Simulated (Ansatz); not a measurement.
Wavefunction ladder for CH5BS2, SMILES `BSCS`

Z-matrix (Å, degrees):
```
C
S 1 1.816
S 1 1.799 2 114.4
H 1 1.088 2 108.7 3 -125.4
H 1 1.090 2 107.7 3 116.8
B 2 1.751 1 104.3 3 109.8
H 3 1.343 1 96.4 2 -64.9
H 6 1.194 2 120.9 1 0.3
H 6 1.192 2 116.2 1 -179.6
```

Charge 0, multiplicity 1. All single points use the PBE0-D4/def2-TZVP geometry. It is one conformer, not always the lowest. Frozen core, restricted reference, the Gaussian-basis code of Ansatz. CBS rows extrapolate triple and quadruple zeta; past MP2 they add the triple-zeta difference.

```tsv
basis	HF (Eh)	MP2 corr.
def2-SVP	-860.22614	-0.49380
def2-TZVPP	-860.57745	-0.63259
def2-QZVPP	-860.60309	-0.68163
```

(1) Estimate the CCSD correlation energy and the (T) correction in each basis where they were run (hartree).

Answers

(1) 
```csv
basis,CCSD corr.,(T)
def2-SVP,-0.54930,-0.01774
def2-TZVPP,-0.68651,-0.03170
CBS(def2),-0.77187,as TZ
```
